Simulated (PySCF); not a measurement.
**A small calculation by hand: chemical shift, span and skew from a shielding tensor**

Mg(NH2)(SeH) (H3MgNSe), SMILES [Mg]([SeH])[NH2]. Atoms are numbered in the order given.

```xyz
6

Mg    -0.0006    -1.1923     0.0000
N      0.0001    -3.0756     0.0000
H     -0.0028    -3.6731    -0.8143
H     -0.0028    -3.6731     0.8143
Se     0.0425     1.2330     0.0000
H     -1.4315     1.2618     0.0000
```

Coordinates come from a B3LYP-D3(BJ)/def2-TZVP optimisation. The values are those of a single conformer.

GIAO shieldings from B3LYP/pcSseg-2 in PySCF, non-relativistic, no solvent. The symmetric part of the tensor of Se5 has the principal values 2207.1, 2310.6, 2695.5 ppm. The same nucleus in Me2Se has σ = 1646.2 ppm at this level (PySCF, at its B3LYP-D3(BJ)/def2-TZVP geometry).

Task: Work out the isotropic shielding, the ⁷⁷Se shift against Me2Se, the span and the skew.

Result: 
σ(iso) = (σ11 + σ22 + σ33)/3 = 2404.4 ppm. δ = σ(ref) − σ(iso) = 1646.2 − (2404.4) = -758.2 ppm.
Span Ω = σ33 − σ11 = 488.4 ppm. Skew κ = 3(σ(iso) − σ22)/Ω = 0.58. Tumbling in solution averages the tensor to δ; in a static solid the shielding alone would spread this spin-1/2 line over Ω.
